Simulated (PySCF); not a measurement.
sulfur dioxide (O2S), singlet, geometry from GFN2-xTB. Base run: HF/6-31G* in PySCF.

PySCF was given this input:
```python
from pyscf import gto, scf

mol = gto.Mole()
mol.atom = '''
    S     0.013936   -0.004006    0.377829
    O    -0.033217    1.222429   -0.364198
    O     0.005345   -1.214416   -0.391460
'''
mol.basis = '6-31g*'
mol.charge = 0
mol.spin = 0
mol.verbose = 4
mol.build()

mf = scf.RHF(mol)
mf.kernel()
```

The base run was repeated with changes; each row names its change, and settings that it needs were set with it.

| change | ΔE vs base (µEh) | SCF cycles |
|---|---|---|
| base | 0.0 | 9 |
| diis = off; damp = 0.6 (with mf.diis_start_cycle = 200; with mf.max_cycle = 150) | 0.0 | 33 |
| init_guess = huckel | 0.0 | 10 |
| init_guess = atom | 0.0 | 9 |
| diis_space = 4 | 0.0 | 9 |
| conv_tol = 1e-4 | 1.9 | 5 |
| conv_tol = 1e-11 | 0.0 | 11 |
| level_shift = 0.3 (with mf.max_cycle = 100) | 0.0 | 11 |
| init_guess = 1e | 0.0 | 11 |
| conv_tol_grad = 1e-7 | 0.0 | 13 |
| diis_space = 20 | 0.0 | 9 |
| DIIS = ADIIS | 0.0 | 16 |
| diis_space = 2 | 0.0 | 14 |
